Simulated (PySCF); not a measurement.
C4H10N, SMILES [CH2]CNCC, multiplicity 2. Coordinates come from a PBE-D3(BJ)/def2-SVP optimisation. The isomer is the one that the SMILES or the coordinates give; other isomers of the formula were not compared. One conformer was computed; it need not be the lowest.

### Question
Give the equilibrium geometry at PBE-D3(BJ)/def2-SVP (PySCF confirms it by a frequency run) as Cartesian coordinates in Å. (The exact figures need the calculation; the answer reports its results.)

### Answer
One answer among several that fit: 
```xyz
15

C     -2.1819     0.3839     0.4167
C     -1.3114    -0.7440    -0.0252
N     -0.0107    -0.3460    -0.5750
C      0.9748     0.0830     0.4083
C      2.2802     0.4908    -0.2667
H     -1.7515     1.2418     0.9579
H     -3.2736     0.3602     0.2771
H     -1.8485    -1.3577    -0.7835
H     -1.1001    -1.4538     0.8149
H     -0.1569     0.4038    -1.2648
H      1.1590    -0.7750     1.0939
H      0.6247     0.9218     1.0682
H      3.0527     0.7575     0.4817
H      2.1329     1.3760    -0.9214
H      2.6655    -0.3346    -0.8982
```
Charge 0, spin multiplicity 2.
